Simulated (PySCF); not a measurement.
Compound: CH9ClSi3.
Geometry (PBE0-D3(BJ)/def2-SVP, Å), atoms numbered from 1 in this order:
```
atom  x, y, z in Å
C1    -2.0532   -0.9211    0.4355
Si2   -1.1952    0.6156    1.1071
Si3    0.7057    1.1296   -0.1640
Si4    2.2753   -0.6077   -0.1918
Cl5    1.6286    2.7819    0.7268
H6    -2.9425   -1.1657    1.0361
H7    -2.3743   -0.7688   -0.6062
H8    -1.3746   -1.7878    0.4606
H9    -2.1087    1.8005    1.0904
H10   -0.7323    0.3956    2.5132
H11    0.3409    1.5081   -1.5655
H12    1.6589   -1.8285   -0.8021
H13    3.4839   -0.2243   -0.9822
H14    2.6792   -0.9234    1.2120
```

Level of theory: PBE0-D3(BJ)/def2-SVP geometry optimisation, gas phase in PySCF.

Masses are those of the commonest isotopes; rigid-rotor values at the optimised geometry. The values belong to one conformer with, in the numbering `[CH3:1][SiH2:2][Si@H:3]([SiH3:4])[Cl:5]`, C1–Si2–Si3–Si4 -59°.

Problem. What are A, B and C (MHz)?

Solution. Ia = 260.13, Ib = 413.28, Ic = 622.29 u·Å²; 505379 MHz·u·Å²/I gives A = 1943, B = 1223, C = 812.1 MHz.

Problem. What kind of rotor is it?

Solution. An asymmetric top: κ = (2 × 1223 − 1943 − 812.1)/(1943 − 812.1) = -0.27.

Problem. What does the inertial defect say?

Solution. Not planar: Δ = Ic − Ia − Ib = -51.12 u·Å². For a rigid frame Δ = −2 Σ m c², so Σ m c² = 25.56 u·Å² lies off the ab plane: 12.32 from hydrogen and 13.24 from heavier atoms. The atom farthest from that plane is 2.06 Å away.

Problem. Give the other two planar moments, Paa and Pbb, and the rms extents of the mass along the axes.

Solution. Paa = Σ m a² = (Ib + Ic − Ia)/2 = 387.72 and Pbb = Σ m b² = (Ia + Ic − Ib)/2 = 234.57 u·Å². With the mass M = 139.97 u, the rms extents √(P/M) along a, b and c are 1.66, 1.29, 0.43 Å.

Problem. Where do the levels up to J = 5 lie, in cm⁻¹?

Solution. Above 0(0,0):
J = 1: 1(0,1) 0.0679, 1(1,1) 0.0919, 1(1,0) 0.1056
J = 2: 2(0,2) 0.1992, 2(1,2) 0.2140, 2(1,1) 0.2551, 2(2,1) 0.3271, 2(2,0) 0.3315
J = 3: 3(0,3) 0.3876, 3(1,3) 0.3946, 3(1,2) 0.4759, 3(2,2) 0.5307, 3(2,1) 0.5504, 3(3,1) 0.6875, 3(3,0) 0.6884
J = 4: 4(0,4) 0.6293, 4(1,4) 0.6320, 4(1,3) 0.7629, 4(2,3) 0.7987, 4(2,2) 0.8481, 4(3,2) 0.9657, 4(3,1) 0.9718, 4(4,1) 1.1762, 4(4,0) 1.1763
J = 5: 5(0,5) 0.9239, 5(1,5) 0.9249, 5(1,4) 1.1089, 5(2,4) 1.1284, 5(2,3) 1.2213, 5(3,3) 1.3130, 5(3,2) 1.3345, 5(4,2) 1.5252, 5(4,1) 1.5267, 5(5,1) 1.7941, 5(5,0) 1.7942

Problem. Predict some low-J microwave lines.

Solution. The dipole components are |μa| = 1.98 D, |μb| = 1.17 D, |μc| = 0.48 D. The squared components, which scale the intensities, stand as 1.00 : 0.35 : 0.06 (a : b : c). Some lines, for components of 0.1 D or more:

```
type  branch         J(Ka,Kc)    MHz  lower level (cm⁻¹)
   c       Q  1(1,1) ← 1(0,1)    720               0.068
   a       R  1(0,1) ← 0(0,0)   2035               0.000
   b       R  1(1,1) ← 0(0,0)   2755               0.000
   b       Q  5(3,2) ← 5(2,3)   3394               1.221
   c       Q  4(3,2) ← 4(2,2)   3525               0.848
   a       Q  4(1,3) ← 4(1,4)   3923               0.632
   b       R  2(1,2) ← 1(0,1)   4379               0.068
   c       R  2(1,1) ← 1(0,1)   5611               0.068
   b       Q  5(4,1) ← 5(3,2)   5761               1.334
   b       Q  5(4,2) ← 5(3,3)   6362               1.313
   a       R  3(1,2) ← 2(1,1)   6620               0.255
   a       R  4(2,3) ← 3(2,2)   8035               0.531
   c       R  3(2,1) ← 2(1,1)   8854               0.255
   b       R  5(1,5) ← 4(0,4)   8863               0.629
   c       R  4(3,1) ← 3(2,1)  12634               0.550
   b       R  4(3,1) ← 3(2,2)  13224               0.531
   b       R  4(2,2) ← 3(1,3)  13595               0.395
   c       R  4(4,0) ← 3(3,0)  14627               0.688
   c       R  5(5,0) ← 4(4,0)  18523               1.176
```

Problem. Estimate the classical rotational partition function at 10 K, 50 K and 298.15 K.

Solution. Point group C1, symmetry number σ = 1; q = (√π/σ)·√((kT/h)³/(ABC)), k/h = 20836.6 MHz/K: 3840 at 10 K, 42900 at 50 K, 625000 at 298.15 K.

Stationary, but not proved a minimum. Zero-point vibration and centrifugal distortion are left out. A rigid rotor knows nothing of internal rotation, which can split or shift real lines. Quadrupole hyperfine structure (35Cl) is left out.

The run took 2.0 min on an Arm Neoverse V2 with one thread, no GPU (shared host), and the process peaked at 0.51 GiB of memory. These figures are those of the optimisation.
